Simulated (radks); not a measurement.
Values are calculated unless marked as measured or tabulated.
Question: These are the eigenvalues of the occupied orbitals of an atom or ion with whole-number occupations (eV). Level of theory: Dirac Kohn-Sham, SOGGA, spin-unpolarised, spherical densities, point nucleus (a radial shooting solver on a logarithmic mesh with Libxc functionals).

| orbital | eigenvalue |
|---|---|
| 1s1/2 | -51797.78 |
| 2s1/2 | -8593.183 |
| 2p1/2 | -8167.113 |
| 2p3/2 | -7420.942 |
| 3s1/2 | -1915.904 |
| 3p1/2 | -1730.661 |
| 3p3/2 | -1576.645 |
| 3d3/2 | -1257.438 |
| 3d5/2 | -1223.825 |
| 4s1/2 | -390.0098 |
| 4p1/2 | -317.4711 |
| 4p3/2 | -283.1503 |
| 4d3/2 | -163.7195 |
| 4d5/2 | -157.5246 |
| 5s1/2 | -61.2160 |
| 5p1/2 | -41.7026 |
| 5p3/2 | -37.2766 |
| 4f5/2 | -17.0285 |
| 4f7/2 | -16.2431 |

Which element is it, and in what charge state? The configuration may be excited. Open shells, if any, fill j = l - 1/2 first.

Answer: Z = 65, terbium, charge +2: Tb2+ in [Xe] 4f9. The list shows which subshells hold electrons but not how many an open one holds; the 1s level, -1903.5 hartree, gives Z - s = 61.7 by -(Z - s)^2/2, which with screening and relativity narrows Z to a few neighbours, and the depths of the outer levels then fix element, charge and occupations together.
